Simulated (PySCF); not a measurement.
A GIAO shielding run with PySCF (density fitting, non-relativistic, gas phase) on `InChI=1S/C5H11FSi/c6-3-5-1-2-7-4-5/h5H,1-4,7H2/t5-/m1/s1`:

```
$ OMP_NUM_THREADS=1 python probes_run.py task.json out

{"job": {"kind": "nmr", "xc": "PBE0", "basis": "pcSseg-1"}, "charge": 0, "multiplicity": 1}
F      1.950426    -1.272263     1.370286
C      2.028928    -0.811950     0.076427
C      0.734125    -0.120325    -0.336972
C     -0.468557    -1.064909    -0.268930
C     -1.730560    -0.254124    -0.567084
Si    -1.435597     1.422265     0.293190
C      0.423739     1.092496     0.547835
H      2.235102    -1.686304    -0.550518
H      2.878524    -0.121294     0.043490
H      0.865894     0.210219    -1.373490
H     -0.350400    -1.897743    -0.966126
H     -0.526023    -1.476803     0.740433
H     -2.618736    -0.784294    -0.229856
H     -1.834023    -0.121121    -1.644896
H     -1.700625     2.561741    -0.590202
H     -2.159996     1.571637     1.556872
H      0.624652     0.829248     1.587041
H      1.074368     1.929841     0.300844
```

Hardware: 1 thread of an Arm Neoverse N1, shared host. The job also computes population analyses, field gradients, ring-centre shieldings.

Q: How large is the calculation?

A: 64 electrons, 181 basis functions and 959 auxiliary functions.

Q: How long does it take, and how much memory does it need?

A: 61 s of wall time, with 13 SCF cycles and 4 response iterations; peak memory 0.83 GiB. Times on a shared host scatter by some tens of per cent.
